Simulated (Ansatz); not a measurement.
`OC[SeH]` + H₂Se → `[SeH][SeH]` + CH₃OH at 400 K and 1 bar (ligand exchange at the Se–C bond).

Gas-phase electronic energies from Ansatz, PBE0-D4/def2-TZVP geometries. CCSD(T)/CBS adds triple-zeta CCSD(T) − MP2 to the extrapolated MP2 energy (def2 sets, frozen cores). This one scheme is used for every species. For Se outer-core shells are correlated without core-valence functions, which leaves a few kJ/mol of doubt a bond. Scalar relativity is left out up to krypton. Each species was taken in one conformer, which may not be the lowest.

| species | CCSD(T)/CBS energy (Eh) | H − E (kJ/mol) | S (J/(mol·K)) |
| --- | --- | --- | --- |
| `OC[SeH]` | -2516.31855 | 153.9 | 316.2 |
| H₂Se | -2401.89790 | 49.4 | 229.5 |
| `[SeH][SeH]` | -4802.61264 | 59.8 | 294.4 |
| CH₃OH | -115.61712 | 151.2 | 252.6 |

H − E and S are ideal-gas, rigid-rotor, harmonic terms from PBE0-D4/def2-TZVP, for one conformer and one mirror image of each species. 1 Eh = 2625.50 kJ/mol, R = 8.31446 J/(mol·K).

By hand: ΔE, ΔH, ΔS and ΔG.

ΔE = (-4802.61264) + (-115.61712) − (-2516.31855) − (-2401.89790) = -0.01331 Eh = -34.9 kJ/mol. Δ(H − E) = 59.8 + 151.2 − 153.9 − 49.4 = 7.7, so ΔH = -27.2 kJ/mol. ΔS = 294.4 + 252.6 − 316.2 − 229.5 = 1.3 J/(mol·K). ΔG = -27.2 − 400 × (1.3)/1000 = -27.7 kJ/mol.

By hand: the equilibrium constant, and the temperature at which ΔG would vanish if ΔH and ΔS stayed fixed.

log₁₀ K = −ΔG/(RT ln 10) = 3.6. ΔH and −TΔS have one sign here, so there is no such temperature. One of them is within its doubt of zero, so this could turn.

The number of gas molecules stays the same, so ΔS is small and ΔH decides. A doubt of 5 kJ/mol in ΔE shifts log₁₀ K by 0.7 here. Other conformers and mirror images would add mixing entropy, several J/(mol·K) or more a flexible species. These are equilibria of isolated gas molecules and say nothing of rates. Largest T1 diagnostic: 0.010 (customary marks: 0.02 for closed shells, 0.045 for open ones).
